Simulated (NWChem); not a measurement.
# GaAsH4; SMILES [GaH2][AsH2]

```xyz
6

Ga     0.0132    -1.2309     0.0000
As     0.0448     1.2015     0.0000
H     -1.0117     1.2647    -1.1181
H     -1.0117     1.2647     1.1181
H      0.0681    -2.0109     1.3781
H      0.0681    -2.0109    -1.3781
```
Atoms are numbered in this order, from 1.

Program: NWChem. Pople sets run with spherical d functions. The geometry was optimised at PBE-D3(BJ)/def2-SVP.

### Question
Order these by “dipole (D)”, lowest first: Hartree-Fock/6-311G**; Hartree-Fock/6-31G*; Hartree-Fock/STO-3G; Hartree-Fock/3-21G.

### Answer
Hartree-Fock/STO-3G (0.66), Hartree-Fock/6-311G** (0.73), Hartree-Fock/6-31G* (0.82), Hartree-Fock/3-21G (1.10)
